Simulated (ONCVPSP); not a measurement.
# Plane-wave convergence, ONCV potential for iron (Fe)

* Element: Fe (Z = 26)
* Generator: ONCVPSP 4.0.1
* Type: optimised norm-conserving Vanderbilt (ONCV)
* Functional: PBE
* Relativity: fully relativistic
* Frozen core: [Ne] 3s2
* Valence charge: 14
* Reference configuration: 3p6 3d6 4s1 4p1
* Partial waves: 4s: rc 2.55 bohr, ncon 4, nbas 7, qcut 2.5 1/bohr, 2 projectors, debl 1.5 Ha; 3p+4p: rc 1.30 bohr, ncon 4, nbas 7, qcut 13 1/bohr, 2 projectors; 3d: rc 1.00 bohr, ncon 5, nbas 9, qcut 18.2 1/bohr, 1 projector
* Local potential: polynomial inside 0.70 bohr (lpopt 5, dvloc0 3 Ha)
* Core correction: Teter function, fcfact 4.25, rcfact 1.25

Open shells are filled in proportion to 2j + 1.

Problem. For each optimised wave give the share of its norm inside rc, the residual kinetic energy above qcut (Ha) and the cutoffs (Ha) for errors of 10, 1, 0.1 and 0.01 mHa per electron.

Solution.

```csv
wave,norm inside rc,residual KE,10 mHa,1 mHa,0.1 mHa,0.01 mHa
4s,0.429,2.7e-03,2.1,6.3,16.5,19.9
s projector 2,0.139,4.0e-02,4.0,10.6,21.3,24.8
3p j=3/2,0.892,2.8e-08,26.7,34.5,41.1,47.0
4p j=3/2,0.017,6.4e-10,15.2,24.1,32.0,38.6
3p j=1/2,0.897,2.7e-08,27.4,35.6,42.5,48.5
4p j=1/2,0.017,6.2e-10,15.6,24.9,32.8,39.9
3d j=5/2,0.523,1.2e-07,87.6,109.3,127.0,141.2
3d j=3/2,0.527,1.2e-07,87.9,109.5,127.3,141.3
```

The occupied waves need 110 Ha and 127 Ha for 1 and 0.1 mHa. Note: ghosts flagged at negative energy: s at -176.7 eV; no localised positive-energy state flagged. A true bound ghost makes a file unfit for plane-wave use.
